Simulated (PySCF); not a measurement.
[OsF6]3- (charge -3 and doublet state).
Bonds: Os1–F2, Os1–F3, Os1–F4, Os1–F5, Os1–F6, Os1–F7.

Computed, not measured: PBE0-D3(BJ)/def2-SVP geometry optimisation, gas phase, def2 core potentials past Kr in PySCF.

Problem. What internal coordinates does the optimisation give?

Solution. 
```csv
bond,length (Å)
Os1–F2 and 3 like bonds,2.052
"Os1–F6, Os1–F7",2.133
```

Bonds in one row agree within 0.01 Å and their mean is given. A selection of angles:
```csv
angle,degrees
F2–Os1–F3,180.0
F2–Os1–F4,90.0
```

Os1 (osmium bonded to 6 F) is octahedral (the three widest angles are 180.0°, 180.0° and 179.9°, the others run from 89.9° to 90.1°). The F–Os distances run from 2.052 Å (Os1–F5) to 2.133 Å (Os1–F6), a spread of 0.081 Å.

Point group: D4h (every atom within 0.08 Å of its image). Not checked by PBE0-D3(BJ)/def2-SVP frequencies. ⟨S²⟩ = 0.752 (exact for a doublet: 0.75). Whether so highly charged an anion holds all its electrons in the gas phase wasn't checked; a finite basis holds them in any case. The ion is multiply charged and computed without counter-ions or solvent.

Caution for open-shell metal species: one SCF solution and one stationary point were followed, and a lower state or a bent or distorted shape isn't ruled out.
